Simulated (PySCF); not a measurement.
Ta(S)(F)(OH)2 (FH2O2STa), SMILES [OH][Ta]([OH])([F])=[S], multiplicity 1. Geometry optimised at PBE-D3(BJ)/def2-SVP. The spin state was assumed, not searched. The def2 effective core potentials stand for the cores of Ta; spin–orbit coupling is left out. The values are those of a single conformer.

The numbers are results of PBE-D3(BJ)/def2-SVP (PySCF), not measurements.

Harmonic wavenumbers (cm⁻¹): 157, 158, 179, 182, 197, 319, 327, 469, 481, 524, 668, 716, 716, 3778, 3782. Rotational constants (GHz): 2.824, 1.993, 1.954; symmetry number 1.

Q: Work out the zero-point energy and the ideal-gas rigid-rotor harmonic-oscillator thermochemistry at 298.15 K and 1 atm.

A: ZPE = ½ Σ hcν = ½ × 12652 cm⁻¹ = 75.67 kJ/mol. H − E(el) = 98.27 kJ/mol. Entropy in J/(mol K): translation 178.38, rotation 116.19, vibration 73.37, total 367.95. G − E(el) = -11.44 kJ/mol. Cp = 112.43 J/(mol K).
